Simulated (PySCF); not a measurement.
Molecule: SMILES O=CN1[SiH2]CC[SiH2]1, C3H9NOSi2.

Bonds (- single, = double, # triple, : aromatic): O1=C2, C2-N3, N3-Si4, Si4-C5, C5-C6, C6-Si7, Si7-N3. C2 carries H8; Si4 carries H9, H10; C5 carries H11, H12; C6 carries H13, H14; Si7 carries H15, H16.

Frames of a GFN2-xTB Langevin trajectory at 200 K; GIAO PBE0/pcSseg-1 shieldings in PySCF 2.14, gas phase, non-relativistic; equivalent atoms averaged within each frame.

Shifts are taken against calculated references (same method and geometry level): ¹⁷O (336.08 ppm) vs H2O; TMS for ¹³C (186.93 ppm), ²⁹Si (349.16 ppm), ¹H (31.72 ppm); ¹⁵N (267.73 ppm) against NH3. The references are static minima.

Problem. How do the shifts (ppm) fluctuate along the trajectory?

Solution. 
```
         time (fs)     O1     C2  C5/C6     N3  Si4/Si7    H8  H9/H10/H15/H16  H11/H12/H13/H14
optimised geometry  487.5  170.5    7.3  126.1    -27.7  8.55            4.97             1.16
               250  528.4  174.5    1.8  119.6    -19.0  9.51            5.16             0.97
               425  484.5  167.6   13.1  120.9    -26.1  8.73            5.02             1.76
               625  518.2  173.6   12.8  123.1    -30.1  8.87            5.19             1.73
               800  501.6  173.3    4.5  134.4    -23.6  8.42            5.01             1.08
              1000  479.4  167.0   10.4  129.5    -26.4  8.61            5.14             1.28
    mean of frames  502.4  171.2    8.5  125.5    -25.0  8.83            5.10             1.37
standard deviation   21.1    3.6    5.1    6.2      4.1  0.42            0.08             0.37
```

5 frames give an uncertainty of the mean of about the standard deviation over 2.2 at best, since frames this close in time may not be independent; classical motion lacks zero-point vibration, and the reference would need the same averaging.
